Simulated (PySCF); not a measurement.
Species: C₃H₄F₂Si.
Structure used (PBE0-D3(BJ)/def2-SVP), in Å, numbered top down from 1:
```
atom  x, y, z in Å
F1     2.9042    0.7382    0.0453
C2     2.1981   -0.4083    0.1168
F3     2.6153   -1.0922    1.2020
C4     0.7618   -0.1238    0.2123
C5    -0.4368    0.0770    0.2582
Si6   -2.2456    0.3889    0.3667
H7     2.4243   -1.0112   -0.7810
H8    -2.9149   -0.2044   -0.8256
H9    -2.4833    1.8595    0.4036
H10   -2.7715   -0.2440    1.6092
```

The calculation used PBE0-D3(BJ)/def2-SVP geometry optimisation, gas phase in PySCF.

Take the most abundant isotopes and a rigid rotor. 

(1) Give the principal moments of inertia and the rotational constants in cm⁻¹.

(2) Classify the top.

(3) What does the inertial defect say?

(4) Which lines would a microwave search look for?

Results:

(1) Ia = 57.45, Ib = 501.64, Ic = 540.85 u·Å²; 505379 MHz·u·Å²/I gives 8797, 1007 and 934.4 MHz, that is A = 0.29343, B = 0.03361, C = 0.03117 cm⁻¹.

(2) A near-prolate asymmetric top; Ray's κ = -0.981.

(3) Not planar: Δ = Ic − Ia − Ib = -18.24 u·Å². For a rigid frame Δ = −2 Σ m c², so Σ m c² = 9.12 u·Å² lies off the ab plane: 5.13 from hydrogen and 3.98 from heavier atoms. The atom farthest from that plane is 1.45 Å away.

(4) The dipole components are |μa| = 1.45 D, |μb| = 0.00 D, |μc| = 1.28 D. The squared components, which scale the intensities, stand as 1.00 : 0.00 : 0.78 (a : b : c). Some of the stronger lines:

| type | branch | J(Ka,Kc) | MHz | lower level (cm⁻¹) |
| --- | --- | --- | --- | --- |
| a | Q | 3(1,2) ← 3(1,3) | 438 | 0.642 |
| a | Q | 4(1,3) ← 4(1,4) | 730 | 0.897 |
| a | R | 1(0,1) ← 0(0,0) | 1942 | 0.000 |
| a | R | 3(0,3) ← 2(0,2) | 5824 | 0.194 |
| a | R | 3(1,2) ← 2(1,1) | 5935 | 0.459 |
| a | R | 4(3,2) ← 3(3,1) | 7769 | 2.738 |
| c | R | 2(1,1) ← 1(0,1) | 11819 | 0.065 |
| c | R | 4(1,3) ← 3(0,3) | 15960 | 0.389 |
| c | Q | 4(2,3) ← 4(1,3) | 23113 | 0.921 |
| c | R | 4(2,2) ← 3(1,2) | 31033 | 0.657 |
| c | R | 3(3,0) ← 2(2,0) | 44954 | 1.238 |
| c | R | 3(3,1) ← 2(2,1) | 44955 | 1.238 |
| c | Q | 4(4,1) ← 4(3,1) | 54779 | 2.997 |
| c | R | 4(4,1) ← 3(3,1) | 62548 | 2.738 |

No PBE0-D3(BJ)/def2-SVP frequencies stand behind this structure, so it isn't proved a minimum. No vibrational averaging or centrifugal distortion is included, and the geometry carries the error of its method. A rigid rotor knows nothing of internal rotation, which can split or shift real lines.
